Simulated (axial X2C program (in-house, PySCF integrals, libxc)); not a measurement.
Curves of WBr from open-shell CI on d4 s1 p(π)0

Computed with an in-house all-electron X2C program for linear molecules (integrals from PySCF): two-component X2C with atomic mean-field Coulomb and Gaunt terms, basis W dyall-v3z, Br dyall-v3z (cores contracted in-house). Orbitals come from Hartree–Fock averaged over the configuration W d4 s1 p(π)0; CI then distributes these electrons over the d, s, p(π) shells of W.

Scan along the bond; masses W 183.951 u, Br 78.918 u. Energies in cm⁻¹ from the lowest point; levels are followed by energy order within each Ω. Lowest level at 2.551 Å: 75% d4 s1 + 24% d5.

```json
{"R (Å)": "2.372", "(1)Ω=1/2": "1269", "(1)Ω=3/2": "1586", "(1)Ω=5/2": "2127", "(2)Ω=1/2": "5801", "(2)Ω=3/2": "6035", "(3)Ω=1/2": "6432", "(3)Ω=3/2": "6831"}
{"R (Å)": "2.462", "(1)Ω=1/2": "194", "(1)Ω=3/2": "530", "(1)Ω=5/2": "1104", "(2)Ω=1/2": "4534", "(2)Ω=3/2": "4801", "(3)Ω=1/2": "5198", "(3)Ω=3/2": "5593"}
{"R (Å)": "2.551", "(1)Ω=1/2": "0", "(1)Ω=3/2": "355", "(1)Ω=5/2": "965", "(2)Ω=1/2": "4126", "(2)Ω=3/2": "4432", "(3)Ω=1/2": "4832", "(3)Ω=3/2": "5225"}
{"R (Å)": "2.653", "(1)Ω=1/2": "516", "(1)Ω=3/2": "893", "(1)Ω=5/2": "1548", "(2)Ω=1/2": "4386", "(2)Ω=3/2": "4740", "(3)Ω=1/2": "5144", "(3)Ω=3/2": "5539"}
{"R (Å)": "2.755", "(1)Ω=1/2": "1562", "(1)Ω=3/2": "1963", "(1)Ω=5/2": "2663", "(2)Ω=1/2": "5174", "(2)Ω=3/2": "5577", "(3)Ω=1/2": "5988", "(3)Ω=3/2": "6389"}
{"R (Å)": "2.870", "(1)Ω=1/2": "3133", "(1)Ω=3/2": "3561", "(1)Ω=5/2": "4314", "(2)Ω=1/2": "6467", "(2)Ω=3/2": "6925", "(3)Ω=1/2": "7341", "(3)Ω=3/2": "7761"}
{"R (Å)": "3.010", "(1)Ω=1/2": "5349", "(1)Ω=3/2": "5809", "(1)Ω=5/2": "6628", "(2)Ω=1/2": "8369", "(2)Ω=3/2": "8894", "(3)Ω=1/2": "9313", "(3)Ω=3/2": "9770"}
```

**Question.** Fit the curves (1)Ω=1/2, (1)Ω=3/2, (1)Ω=5/2, (2)Ω=1/2, (2)Ω=3/2, (3)Ω=1/2, (3)Ω=3/2 near their minima.

**Answer.** From the open-shell CI curves, Te from the lowest:

| level | Te (cm⁻¹) | Re (Å) | ωe (cm⁻¹) |
| --- | --- | --- | --- |
| (1)Ω=1/2 | 0 | 2.530 | 225.1 |
| (1)Ω=3/2 | 350 | 2.528 | 226.4 |
| (1)Ω=5/2 | 950 | 2.523 | 228.9 |
| (2)Ω=1/2 | 4139 | 2.562 | 209.6 |
| (2)Ω=3/2 | 4449 | 2.556 | 212.6 |
| (3)Ω=1/2 | 4849 | 2.555 | 213.1 |
| (3)Ω=3/2 | 5241 | 2.555 | 213.7 |

Without dynamic correlation distances can be off by several hundredths of an Å (long for ionic bonds, short for multiple bonds) and the wavenumbers are rough.

The 7 lowest curves are shown; the next is (2)Ω=5/2, from 5588 cm⁻¹.

There is no dynamic correlation: spin–orbit spacings and, for f shells, spacings inside one term are the most reliable numbers, splittings between terms come out too wide, and energies between configurations are not reliable, so the lowest level need not be the ground state of the molecule. For d shells the ligand-field splittings (σ, π, δ) and their order can be off by a thousand cm⁻¹ or more. At most 4 roots were kept for each Ω > 0 (twice that for Ω = 0) within 3.2 eV of the lowest, so higher up levels can be missing between those listed; levels with Ω > 0 are doubly degenerate and listed once, Ω = 0 levels singly. States that fill the shells left empty in the average are placed too high.
